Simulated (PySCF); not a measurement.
Gas-phase reaction: Ga₂O + 5 H₂O → 2 Ga(OH)₃ + 2 H₂

Energies from PySCF, thermal terms from the rigid-rotor harmonic-oscillator model, ideal gas at 1 bar. † marks an energy on the PBE0/def2-TZVP geometry and frequencies; other levels use their own. MP2 and CCSD(T) freeze the core. 6-31G* has spherical d functions here. All species are closed-shell singlets. Ga: all electrons, no relativistic terms. Ga(OH)₃: computed as isolated molecules; such fragments, hydroxides, amides, oligomers or adducts are transient or little studied in the gas. MP2 isn't extrapolated to the basis-set limit; its ΔH°(298 K) is -272.8 kJ in def2-SVP and -246.2 kJ in def2-TZVPP. CCSD(T) isn't extrapolated to the basis-set limit; its ΔH°(298 K) is -225.4 kJ in def2-SVP and -215.4 kJ in def2-TZVPP. The harmonic model lacks anharmonicity and excited electronic states, which grow with temperature; levels with a mode under 35 cm⁻¹ are left out. Soft modes under 120 cm⁻¹ make the harmonic entropy rough for Ga₂O.

```tsv
level	ΔE electronic, kJ	ΔH°(298 K), kJ	ΔS°(298 K), J/K	ΔG°(1800 K), kJ
BLYP/def2-TZVP†	-109	-140	-337	382
CCSD(T)/def2-SVP†	-195	-225	-337	296
CCSD(T)/def2-TZVPP†	-185	-215	-337	306
HF/6-31G*	-161	-197	-348	345
HF/def2-TZVP†	-155	-186	-337	336
M06-2X/def2-TZVP†	-228	-259	-337	262
MP2/def2-SVP†	-242	-273	-337	249
PBE/def2-SVP	-200	-230	-335	286
PBE/def2-TZVP†	-146	-177	-337	344
r2SCAN/def2-TZVP†	-213	-244	-337	277
ωB97M-V/def2-TZVP†	-163	-194	-337	327
```
ΔH° is lowest at MP2/def2-SVP† and highest at BLYP/def2-TZVP†. No reference value is set beside these.
